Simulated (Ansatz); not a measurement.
Consider the redistribution: `[OH][AlH][Cl]` + `O=[C](S)[GaH2]` → `O=[C](S)[AlH][OH]` + `[Cl][GaH2]`.

Program: Ansatz. Geometries: PBE0-D4/def2-TZVP. ΔE: electronic, gas phase. CCSD(T)/CBS adds triple-zeta CCSD(T) − MP2 to the extrapolated MP2 energy (def2 sets, frozen cores). This one scheme is used for every species. DFT in def2-TZVPP. For Ga outer-core shells are correlated without core-valence functions, which leaves a few kJ/mol of doubt a bond. Scalar relativity is left out up to krypton. Each species was taken in one conformer, which may not be the lowest.

```csv
species,r2SCANh-D4 energy (Eh)
`[OH][AlH][Cl]`,-779.13743
`O=[C](S)[GaH2]`,-2438.09380
`O=[C](S)[AlH][OH]`,-830.96562
`[Cl][GaH2]`,-2386.25382
```

**Question.** Work out ΔE.

**Answer.** ΔE = (-830.96562) + (-2386.25382) − (-779.13743) − (-2438.09380) = 0.01179 Eh = +0.32 eV. CCSD(T)/CBS gives +0.35 eV.

Largest T1 diagnostic among the species: 0.017.

Leaving LDA and LC-ωPBE aside and taking each functional with its dispersion term where it has one, the values, not all of them listed here, spread over 0.04 eV, from PBE-D4 to PBE-QIDH. At CCSD(T), def2-SVP lies −0.04 eV from the extrapolated value and def2-TZVPP −0.01 eV.
